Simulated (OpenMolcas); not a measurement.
A calculation on Br4+.

```json
{"Program": "OpenMolcas 26.06", "Method": "RASSCF", "Basis": "ANO-RCC-VTZP [6s5p3d1f]", "Scalar Hamiltonian": "DKH2, point nucleus", "Active space": "3 electrons in 9 orbitals (RAS2 4s 4p; RAS3 4d, at most 2 electrons)", "State averaging": "2S+1 = 4 odd, 1 root; 2S+1 = 2 odd, 11 roots; 2S+1 = 4 even, 3 roots; 2S+1 = 2 even, 9 roots", "Spin-orbit coupling": "state interaction with AMFI integrals over the reference wave functions, term energies averaged over their components"}
```

Question: Which level of the active space comes out lowest?

Answer: 4s² 4p ²P°_1/2, with 100 % of that term; it is also the measured ground level.

Question: How high does 4s 4p² ⁴P_5/2 lie?

Answer: 93515 cm⁻¹ above the lowest level.

Question: How high does 4s² 4p ²P°_3/2 lie?

Answer: 5521 cm⁻¹ above the lowest level; measured 6090 cm⁻¹ above the ground level, so the calculation is off by -9 %.

Question: How high does 4s 4p² ²D_3/2 lie?

Answer: 121224 cm⁻¹ above the lowest level; measured 122941 cm⁻¹ above the ground level, so the calculation is off by -1 %.

Question: The level at 151413 cm⁻¹ has J = 1/2. What is it made of, and what is its g factor?

Answer: 91 % 4s 4p² ²S_1/2, 8 % 4s 4p² ²P; g = 1.897, against 2.002 from Landé's formula for the pure leading term.

Measured values: Moore, Atomic Energy Levels, vol. II, NSRDS-NBS 35 (1971 reprint of NBS Circular 467, 1952).

Active for correlation alone: 4d; no level in the range computed is led by a configuration that fills it, so any true level of that kind is missing. Measured partners are found by configuration, term and J. A level has none where our copy of the source lacks it or the pairing is in doubt (some pairs that miss far off the trend of their configuration count as doubtful), and it then counts in no deviation. Only configurations of the active space appear.

° marks odd parity.
